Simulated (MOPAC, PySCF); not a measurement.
Molecule: C₂H₃O, net charge 0, doublet state. SMILES: [H]/[C]=C/O
Geometry from a B3LYP-D3(BJ)/def2-TZVP (Ansatz) optimisation:
```xyz
6

C     -0.7662     0.7404     0.6742
C      0.1482     0.3359    -0.1693
O      0.5242    -0.9506    -0.4252
H     -1.2062     1.6558     1.0216
H      0.7227     1.0337    -0.7766
H     -0.0025    -1.5432     0.1277
```
Charge 0, spin multiplicity 2.

Unscaled harmonic wavenumbers (cm⁻¹) in rising order, each level at the stationary point that it reaches from this structure (no distance between atoms moves by over 0.3 Å); the order of modes can differ between levels, and a negative number is imaginary. B3LYP-D3(BJ)/def2-TZVP (PySCF, at the structure above): 464, 474, 566, 771, 842, 1099, 1247, 1357, 1670, 3107, 3306, 3759.

AM1 (MOPAC): 374, 383, 585, 647, 826, 1241, 1337, 1523, 1761, 3160, 3416, 3460. Zero-point energy 26.7 against 26.7 kcal/mol; where all levels lie over 400 cm⁻¹, the wavenumbers are on average 1.020 times those of B3LYP-D3(BJ)/def2-TZVP.

PM3 (MOPAC): 375, 406, 555, 602, 805, 1024, 1248, 1399, 1681, 3026, 3313, 3877. Zero-point energy 26.2 against 26.7 kcal/mol; where all levels lie over 400 cm⁻¹, the wavenumbers are on average 0.969 times those of B3LYP-D3(BJ)/def2-TZVP.
